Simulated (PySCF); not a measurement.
arsenic trifluoride (AsF₃), SMILES F[As](F)F.

The structure is a stationary point at B3LYP-D3(BJ)/def2-SVP.

These are B3LYP/def2-TZVPD in PySCF values and carry that method's errors.

Symmetry labels are those of the subgroup Cs that the program uses (full group C3v).

Computed valence orbital energies around the gap with their symmetry:
```csv
orbital,symmetry,energy (eV)
HOMO−7,A",-14.34
HOMO−6,A',-13.50
HOMO−5,A',-12.60
HOMO−4,A",-12.60
HOMO−3,A',-11.92
HOMO−2,A",-11.92
HOMO−1,A",-11.71
HOMO,A',-9.88
LUMO,A',-1.60
LUMO+1,A",-1.60
LUMO+2,A',0.01
LUMO+3,A',0.46
```
